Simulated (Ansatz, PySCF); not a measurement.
Gas-phase reaction in SMILES: CCCCF -> [CH2]CC + [CH2]F (the C-C bond at the site shown breaks; other sites are not compared here)
Each molecule is optimised on its own at B3LYP-D3(BJ)/def2-TZVP (Ansatz, a quantum-chemistry and plane-wave program), one conformer each, not searched for the lowest. Frequencies are from Ansatz or PySCF.

Quantity: bond dissociation energy (0 K, with B3LYP-D3(BJ) harmonic zero-point energies), in eV. Cores are frozen in the correlated levels unless marked. Open shells are spin-unrestricted. Spin-orbit coupling is left out. Non-relativistic. CBS marks a two-point X^-3 extrapolation of the correlation energy; Hartree-Fock from the larger set. [CCSD(T)-MP2]/basis is that difference in the basis named.

Level to compare with: RI-MP2/CBS(cc-pVTZ,cc-pVQZ)+[CCSD(T)-MP2]/cc-pVTZ (Ansatz), 3.97 eV. It is a level with limits of its own, and the differences hold the functionals' basis error too.

### Question
Rank these functionals by how close they come to RI-MP2/CBS(cc-pVTZ,cc-pVQZ)+[CCSD(T)-MP2]/cc-pVTZ, closest first: PBE/def2-TZVPD (Ansatz); wB97M-V/def2-TZVPD (Ansatz); B97M-V/def2-TZVPD (Ansatz).

### Answer
wB97M-V/def2-TZVPD (range-separated hybrid meta-GGA with VV10, 3.93 eV, difference -0.04), B97M-V/def2-TZVPD (meta-GGA with VV10, 3.82 eV, difference -0.15), PBE/def2-TZVPD (GGA, 3.71 eV, difference -0.26)
